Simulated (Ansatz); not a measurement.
A further run on CeF₃.

```yaml
crystal:
  periodic: [false, false, false]
  atoms:
    - {symbol: Ce, position_ang: [-0.009700, -0.003125, 0.538464]}
    - {symbol: F, position_ang: [1.934702, -0.020839, -0.144979]}
    - {symbol: F, position_ang: [-0.943724, 1.685029, -0.186687]}
    - {symbol: F, position_ang: [-0.981268, -1.661064, -0.206798]}
basis:
  gaussian: {orbitals: def2-TZVPP}
magnetization: {spin_polarized: true, initial_magnetization: 1}
hamiltonian: {xc: {name: PBE0}}
scf: {omitted_lower_state_checks: [starts]}
output: {forces: true}
```

```sh
$ ansatz run in.yaml --threads 4 --pin off --events-out ev --progress --plain --max-ram 8704MiB
```

Shortened log:

```
Functional definition: PBE0
  name "PBE0"
  cite "Adamo & Barone, J. Chem. Phys. 110, 6158 (1999) doi:10.1063/1.478522"
  cite "Perdew, Burke & Ernzerhof, Phys. Rev. Lett. 77, 3865 (1996) doi:10.1103/PhysRevLett.77.3865"
  parent pbe
  parameter a = 0.25
  parameter kappa = 0.804
  parameter beta = 0.06672455060314922
  exchange = (1 - a)*pbe_x(kappa = kappa, mu = beta*pi^2/3) + a*exact_x
  correlation = pbe_c(beta = beta)
these checks for a lower state are left out or cut short: starts
1421 factors; their error is unknown
mean field evaluation 1: about -21058.6876 eV, gradient 7.6e1 eV
mean field evaluation 2: about -18697.3067 eV, gradient 1.0e3 eV
mean field evaluation 4: about -20419.8183 eV, gradient 6.8e2 eV
mean field evaluation 8: about -21079.2095 eV, gradient 9.7e-1 eV
mean field evaluation 16: about -21079.4359 eV, gradient 3.1e-5 eV
mean field -21079.43591429 eV, -774.6549816953 hartree, gradient 6.2e-8 eV, S^2 0.751101; 0 other end points of the search recorded, 0 dependent functions left out
the calculation of the forces begins
reference -21079.43597747 eV, -774.6549840171 hartree; 29, 28 occupied and 166, 167 virtual orbitals, 1421 factors
Total energy: -21079.43597747 eV, -774.6549840171 hartree
Atom 0 at    -0.009700    -0.003125     0.538464 Å, force     0.000061    -0.000088     0.006313 eV/Å
Atom 1 at     1.934702    -0.020839    -0.144979 Å, force     0.169092    -0.001899     0.000961 eV/Å
Atom 2 at    -0.943724     1.685029    -0.186687 Å, force    -0.082944     0.147464    -0.002767 eV/Å
Atom 3 at    -0.981268    -1.661064    -0.206798 Å, force    -0.086209    -0.145477    -0.004506 eV/Å
Dipole moment:    -0.020813    -0.006704     1.155495 e Å
Checks for a lower state left out: starts
```

It took 32 s on 4 threads of Arm Neoverse V1 on a shared host, peak host memory 1.1 GiB.

In the def2 sets Ce takes a core potential; there is no spin–orbit coupling. With an open 4f shell the SCF may have ended on a state above the lowest.
